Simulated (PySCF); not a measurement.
# Effect of structural changes

Method used: TDA PBE0/def2-SVP excited states, vertical, gas phase in PySCF 2.14.0. Geometry: GFN2-xTB.

Each molecule in one low-energy conformer. The parent is c1ccc(Cc2ccccc2)cc1.

Scalar relativity is left out, which matters for the atoms heavier than Zn.

Q: How does the vertical S1–T1 gap change along this series?
- c1ccc(Cc2ccccc2)cc1 (base)
- Oc1ccc(Cc2ccccc2)cc1 (H replaced by OH)
- C[Se]c1ccc(Cc2ccccc2)cc1 (H replaced by SeCH3)
- c1ccc(Cc2ccc(-n3cccc3)cc2)cc1 (H replaced by pyrrolyl)
- COc1ccc(Cc2ccccc2)cc1 (H replaced by OCH3)

A: 
```tsv
molecule	S1 (eV)	S1 from	f(S1)	T1 (eV)	T1 from	S1 − T1 (eV)	S0–T1 spin-orbit coupling (cm⁻¹)	S1–T1 spin-orbit coupling (cm⁻¹)
c1ccc(Cc2ccccc2)cc1	5.46	HOMO→LUMO / HOMO→LUMO+2	0.022	4.10	HOMO→LUMO / HOMO−3→LUMO+1	1.35	0.62	0.03
Oc1ccc(Cc2ccccc2)cc1	5.15	HOMO→LUMO	0.043	4.01	HOMO→LUMO+3 / HOMO→LUMO+2	1.13	0.51	0.49
C[Se]c1ccc(Cc2ccccc2)cc1	4.57	HOMO→LUMO	0.012	3.71	HOMO→LUMO+1 / HOMO→LUMO	0.87	53.97	6.08
c1ccc(Cc2ccc(-n3cccc3)cc2)cc1	4.85	HOMO→LUMO	0.009	3.77	HOMO−1→LUMO	1.08	0.81	0.45
COc1ccc(Cc2ccccc2)cc1	5.13	HOMO→LUMO	0.045	3.92	HOMO→LUMO+2 / HOMO→LUMO	1.21	0.32	0.41
```
The vertical S1–T1 gap is lowest for C[Se]c1ccc(Cc2ccccc2)cc1 and highest for c1ccc(Cc2ccccc2)cc1.
